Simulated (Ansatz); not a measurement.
Ideal-gas functions of `CB1[SiH2]S1` at 500 K and 1 bar, from an Ansatz frequency run at PBE0-D4/def2-TZVP.

Molar mass 88.02 g/mol, point group Cs (symmetry number 1), electronic degeneracy 1, moments of inertia 77.911, 138.45, 207.275 u Å². Harmonic wavenumbers (cm⁻¹, unscaled): 73, 232, 259, 429, 536, 540, 586, 617, 704, 831, 944, 956, 1205, 1335, 1444, 1446, 2229, 2242, 3038, 3101, 3131.

Use S(trans) = R[1.5 ln M + 2.5 ln T − 1.1517]; rotational temperatures θ = 24.2544 K / I; S(rot) = R[ln(√π/σ · √(T³/θAθBθC)) + 1.5]; for each mode x = 1.438777 ν̃/T, S = R[x/(eˣ − 1) − ln(1 − e⁻ˣ)] and H = RT x/(eˣ − 1); 1 cm⁻¹ = 0.0119627 kJ/mol; R = 8.31446 J/(mol·K).

**Question.** By hand: the entropy, in J/(mol·K).

**Answer.** Translation 175.4. Rotation: θ = 0.3113, 0.1752, 0.117 K, giving 115.7. Vibration, mode by mode: 21.30, 11.83, 10.95, 7.07, 5.49, 5.44, 4.89, 4.55, 3.73, 2.80, 2.17, 2.11, 1.19, 0.88, 0.68, 0.68, 0.10, 0.10, 0.01, 0.01, 0.01, in all 86.0. Electronic 0.0. Sum 377.1 J/(mol·K).

**Question.** By hand: H − E and G − E in kJ/mol, counted from the electronic energy.

**Answer.** Zero-point energy ½ × 25878 × 0.0119627 = 154.8; thermal vibration 23.5; translation, rotation and pV give 4 RT = 16.6. H − E = 194.9 kJ/mol, and G − E = 194.9 − 500 × 377.1/1000 = 6.3 kJ/mol.

Vibration gives 23 % of the entropy, 21.3 J/(mol·K) of it from the mode under 150 cm⁻¹: soft modes count most, and the harmonic formula is weakest for them.
